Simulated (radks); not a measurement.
Task: Species: Mo13+. Configuration: [Ar] 3d10 4s1. Calculated with a radial shooting solver on a logarithmic mesh with Libxc functionals: scalar-relativistic Kohn-Sham, r2SCAN, spin-polarised, spherical densities, finite nucleus; open shells are filled with parallel spins first (spin-orbit coupling, left out, can overturn this in heavy ions); meta-GGA in the generalised Kohn-Sham scheme; Fermi nuclear charge, rms radius 4.4091 fm. Some entries of the table are withheld. Estimate them.

| orbital | occ. | eigenvalue (hartree) | <r> (bohr) | <r^2> (bohr^2) |
|---|---|---|---|---|
| 1s up | 1 | -740.5062 | 0.03517 | 0.001669 |
| 1s down | 1 | -740.4953 | 0.03517 | 0.001669 |
| 2s up | 1 | -113.7553 | 0.1535 | 0.02778 |
| 2s down | 1 | -113.7495 | 0.1535 | 0.02778 |
| 2p up | 3 | -102.7131 | 0.1338 | 0.02188 |
| 2p down | 3 | -102.7057 | 0.1338 | 0.02188 |
| 3s up | 1 | -27.63985 | 0.4245 | 0.2061 |
| 3s down | 1 | -27.62434 | 0.4244 | 0.2059 |
| 3p up | 3 | -23.96954 | 0.4252 | 0.2098 |
| 3p down | 3 | -23.95137 | 0.4248 | 0.2093 |
| 3d up | 5 | (1) | 0.4061 | 0.1968 |
| 3d down | 5 | (2) | 0.4052 | 0.1956 |
| 4s up | 1 | -10.81407 | 0.9622 | 1.037 |
| 4s down | 0 | -10.54346 | 0.9612 | 1.037 |
| 4p up | 0 | -9.61248 | 1.005 | 1.136 |
| 4p down | 0 | -9.36806 | 1.012 | 1.156 |
| 5s up | 0 | -5.47255 | 1.698 | 3.248 |

Result: 
(1) 3d up eigenvalue (hartree): -18.03712
(2) 3d down eigenvalue (hartree): -18.01503
